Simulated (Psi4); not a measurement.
C₂F₃, doublet, geometry from GFN2-xTB. Base run: TPSS/STO-3G (Psi4).

Psi4 was given this input:
```
memory 2 GB

molecule mol {
0 2
C    -0.020970    0.188015    0.950683
C     0.006310    0.221824   -0.350256
F    -0.034822   -0.774284    1.829280
F     0.015706    1.338809   -1.053298
F     0.028890   -0.837751   -1.176267
}

set {
  basis sto-3g
  reference uks
}

energy('tpss')
print_variables()
```

Variants of this job, named by their change:

```tsv
change	E (Eh)	dipole (D)	<S^2>	core-seconds (rough)
base	-370.39177	0.48	0.756	20
functional = pw6b95	-370.73870	0.45	0.762	9
functional = cam-b3lyp	-370.15406	0.44	0.764	10
functional = wb97x-v	-370.23255	0.46	0.763	70
functional = svwn	-368.45860	0.54	0.755	5
functional = x3lyp	-370.16613	0.44	0.760	8
functional = wb97x	-370.26862	0.43	0.767	8
functional = r2scan	-370.21222	0.39	0.762	10
functional = wb97m-v	-370.32960	0.46	0.762	80
functional = m11	-369.68383	0.43	0.764	10
functional = pbe	-369.94245	0.50	0.755	8
functional = hse06	-370.02552	0.41	0.763	20
functional = mn15	-368.57782	0.44	0.764	10
```

Absolute energies of different levels of theory aren't comparable as measures of quality.

Open shells are given as the SCF converged; they aren't shown to be the lowest states, and a large step between rows can be another state.
